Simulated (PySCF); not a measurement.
## `C#C[C@H]1[C@@H](C)C[S@@]1=O`, C₆H₈OS

Cartesian coordinates in Å; atom numbers follow the order of the lines, from 1:
```xyz
16

C     1.490    2.410   -0.634
C     1.237    1.373   -0.088
C     0.930    0.119    0.520
C    -0.534   -0.185    0.886
C    -1.513    0.555   -0.013
C    -0.468   -1.671    0.542
S     0.965   -1.397   -0.621
O     2.071   -2.264   -0.237
H     1.721    3.324   -1.093
H     1.618   -0.106    1.337
H    -0.768    0.024    1.935
H    -1.282    0.367   -1.060
H    -1.456    1.627    0.162
H    -2.530    0.225    0.187
H    -1.352   -2.092    0.072
H    -0.135   -2.300    1.363
```

The calculation used PySCF 2.14.0, TDDFT PBE0/def2-SVPD circular dichroism and optical rotation, one conformer, gas phase. Geometry: GFN2-xTB.

States above about 6.8 eV lie in this functional's continuum (it starts at minus the energy of the highest occupied orbital, well below the true ionisation energy for most functionals) and depend on the basis.

Stereocentres: C3 R, C4 S, S7 S.

Problem. What is the specific rotation at 633, 589.3, 546, 436, 405, 365, 355 nm?

Solution. [α] in deg dm⁻¹ (g/mL)⁻¹:
| λ (nm) | origin-invariant length gauge | modified velocity gauge | length gauge (centre of mass) | isotropic polarisability (au) |
| --- | --- | --- | --- | --- |
| 633 | +157.1 | +164.5 | +159.3 | 94.5 |
| 589.3 | +180.9 | +189.6 | +183.4 | 95.0 |
| 546 | +209.6 | +219.9 | +212.6 | 95.5 |
| 436 | +309.0 | +327.1 | +313.9 | 97.9 |
| 405 | +336.8 | +358.9 | +342.4 | 99.1 |
| 365 | +337.4 | +367.9 | +344.1 | 101.2 |
| 355 | +319.1 | +352.7 | +326.1 | 101.9 |

Problem. And for the mirror image at 589.3 nm?

Solution. -180.9 deg dm⁻¹ (g/mL)⁻¹ (origin-invariant length gauge): the same size and the opposite sign.

Problem. What is the molar rotation [Φ] = [α]·M/100 of the geometry above at 589.3 nm?

Solution. With M = 128.19 g/mol, +231.8 deg cm² dmol⁻¹ (origin-invariant length gauge).

The first excitation lies at 4.92 eV (252 nm) with R = -25.1 × 10⁻⁴⁰ esu² cm² (velocity form).
